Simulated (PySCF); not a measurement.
SnF2, singlet: molecular constants

Level of theory: PySCF, PBE0, basis Sn x2c-TZVPall, F x2c-TZVPall (spin-free X2C, no spin–orbit coupling, density fitting).

The structure is a minimum.

```xyz
3
charge 0 multiplicity 1, angstrom
Sn   -0.3092    0.0000    0.0000
F     0.9916   -1.4327    0.0000
F     0.9916    1.4327    0.0000
```

* Point group: C2v
* Bond lengths: Sn–F 1.935 Å (×2)
* Bond angles: F–Sn–F 95.5°
* Entropy at 298.15 K and 1 bar: 282.2 J/(mol K)
* Zero-point energy: 8.3 kJ/mol
* Principal polarisabilities: 31.3, 34.5, 36.8 bohr³
* Heat capacity Cp at 298.15 K: 49.7 J/(mol K)
* Rotational constants: 0.3453, 0.2161, 0.1329 cm⁻¹
* Rotational symmetry number: 2
* Principal quadrupole moments (Buckingham, traceless) about the centre of mass: -6.48, -2.08, 8.56 D Å
* Enthalpy at 298.15 K above 0 K: 12.27 kJ/mol
* Lowest empty level: -2.78 eV
* Highest occupied level: -8.71 eV
* Dipole moment: 3.72 D

Harmonic modes (masses in u: Sn 119.902, F 18.998):
```tsv
symmetry	ω (cm⁻¹)	IR (km/mol)	μ (u)	type
a1	193	11.4	20.86	bend
b2	587	122	21.70	stretch
a1	606	96.1	21.43	stretch
```

In C2v the vibrations span 2a1 + b2. Here b1 is antisymmetric to the molecular plane and b2 lies in it.

Charges (e):
```
atom  Mulliken  Löwdin  polar tensor  Mayer order to Sn1
 Sn1      0.95    0.66          1.32                   –
F2,3     -0.48   -0.33         -0.66                0.81
```

Mulliken populations on Sn1: s 9.92, p 18.86, d 20.17, f 0.09.

Outer orbital energies (eV). occupied: -28.63, -14.13, -11.67, -11.14, -11.14, -10.71, -10.49, -8.71; empty: -2.78, -0.61, 0.07, 4.86.

Counting electrons, tin keeps 2 of its valence electrons outside its bonds, so the VSEPR class is AX2E1 and the expected shape is bent (C2v), as computed. The angle of 96° is close to 90°: the heavy centre bonds with nearly pure p orbitals and keeps its lone pair s-like.

The final relaxation and frequency run took 62 s on 4 threads of a shared Arm Neoverse N1 host, with 122 basis functions and 10 gradients; the process peaked at 1.1 GiB.
